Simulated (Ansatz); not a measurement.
Consider the redistribution: `[SiH3][SiH2]Br` + `C[O][Sn][S]C` → `C[S][Sn][O][SiH3]` + `C[SiH2]Br`.

Program: Ansatz. Geometries: PBE0-D4/def2-TZVP. ΔE: electronic, gas phase. CCSD(T)/CBS is the MP2 limit (def2-TZVPP, def2-QZVPP) plus CCSD(T) − MP2 in def2-TZVPP, frozen cores. DFT in def2-TZVPP. HSE06 is defined as in plane-wave codes. def2 core potentials past Kr. For Br, Sn outer-core shells are correlated without core-valence functions, which leaves a few kJ/mol of doubt a bond. Scalar relativity is left out up to krypton. Each species was taken in one conformer, which may not be the lowest.

```json
{"level": "LDA (SPW92)", "ΔE (kJ/mol)": "-196.2", "difference from CCSD(T)/CBS": "26.5"}
{"level": "revPBE-D4", "ΔE (kJ/mol)": "-190.9", "difference from CCSD(T)/CBS": "31.8"}
{"level": "BLYP-D4", "ΔE (kJ/mol)": "-204.5", "difference from CCSD(T)/CBS": "18.2"}
{"level": "B97M-V", "ΔE (kJ/mol)": "-217.6", "difference from CCSD(T)/CBS": "5.1"}
{"level": "HSE06-D4", "ΔE (kJ/mol)": "-204.1", "difference from CCSD(T)/CBS": "18.6"}
{"level": "ωB97M-V", "ΔE (kJ/mol)": "-223.8", "difference from CCSD(T)/CBS": "-1.1"}
{"level": "revPBE", "ΔE (kJ/mol)": "-193.1", "difference from CCSD(T)/CBS": "29.6"}
{"level": "BLYP", "ΔE (kJ/mol)": "-207.0", "difference from CCSD(T)/CBS": "15.7"}
{"level": "PBE0", "ΔE (kJ/mol)": "-205.5", "difference from CCSD(T)/CBS": "17.2"}
{"level": "r2SCANh", "ΔE (kJ/mol)": "-218.4", "difference from CCSD(T)/CBS": "4.3"}
{"level": "r2SCAN0", "ΔE (kJ/mol)": "-221.6", "difference from CCSD(T)/CBS": "1.1"}
{"level": "HSE06", "ΔE (kJ/mol)": "-205.3", "difference from CCSD(T)/CBS": "17.4"}
{"level": "CCSD(T)/def2-SVP", "ΔE (kJ/mol)": "-203.5", "difference from CCSD(T)/CBS": "19.2"}
{"level": "HF/def2-TZVPP", "ΔE (kJ/mol)": "-236.3", "difference from CCSD(T)/CBS": "-13.6"}
{"level": "CCSD(T)/def2-TZVPP", "ΔE (kJ/mol)": "-221.1", "difference from CCSD(T)/CBS": "1.6"}
{"level": "HF/CBS(def2)", "ΔE (kJ/mol)": "-238.3", "difference from CCSD(T)/CBS": "-15.6"}
{"level": "CCSD(T)/CBS", "ΔE (kJ/mol)": "-222.7", "difference from CCSD(T)/CBS": "0"}
```

Largest T1 diagnostic among the species: 0.016.

From PBE to PBE0 (25 % exact exchange), in def2-TZVPP and without D4, ΔE moves by −11.6 kJ/mol. At CCSD(T), def2-SVP lies +19.2 kJ/mol from the extrapolated value and def2-TZVPP +1.6 kJ/mol.
